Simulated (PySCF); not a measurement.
Mean polarisability (bohr³) of eight silicon and germanium compounds: PBE beside M06-2X, computed with PySCF for isolated molecules in the bases named; differences from unrounded values. The eight are the first of their class met in an unordered collection, after screening for sound electronic states; none was chosen by its value. Each molecule has one DFT geometry for both levels.

```csv
molecule,basis,M06-2X,PBE,difference
"B(Me)(OMe)(SiH3) (C₂H₉BOSi), SMILES [SiH3]B(OC)C",def2-TZVP,71.9,76.4,4.5
"C2H4F2OSi, SMILES [SiH2]1C(OC1)(F)F",def2-TZVP,51.9,55.1,3.2
"C3H5NOSi, SMILES O[Si@@H]1C=CC=N1",def2-TZVP,62.3,?,?
"C₂H₈O₂Si, SMILES C[C@H](O)[SiH2]O",def2-TZVP,57.2,61.0,3.7
"GeH2Br2, SMILES [Br][GeH2][Br]",def2-TZVPD,75.0,79.3,4.3
"C₃H₁₀OSi₂, SMILES C[C@@H]1O[C@H]([SiH3])[SiH2]1",def2-TZVP,92.5,?,?
"H7NO2Si2, SMILES N[Si](O)(O)[SiH3]",def2-TZVP,67.6,?,?
"ClH₅OSi₂, SMILES O[Si@@H]([SiH3])Cl",def2-TZVP,68.9,72.5,3.7
```

### Question
What belongs in the gaps? (Estimate from the structure and the level; the computed values follow.)

### Answer

- H7NO2Si2, SMILES N[Si](O)(O)[SiH3], PBE: 72.4
- H7NO2Si2, SMILES N[Si](O)(O)[SiH3], difference: 4.9
- C₃H₁₀OSi₂, SMILES C[C@@H]1O[C@H]([SiH3])[SiH2]1, PBE: 97.7
- C₃H₁₀OSi₂, SMILES C[C@@H]1O[C@H]([SiH3])[SiH2]1, difference: 5.2
- C3H5NOSi, SMILES O[Si@@H]1C=CC=N1, PBE: 65.7
- C3H5NOSi, SMILES O[Si@@H]1C=CC=N1, difference: 3.4

PBE lies below M06-2X in 0 and above it in 8 of the eight; the mean signed difference is 4.1 and the largest 5.2 bohr³.
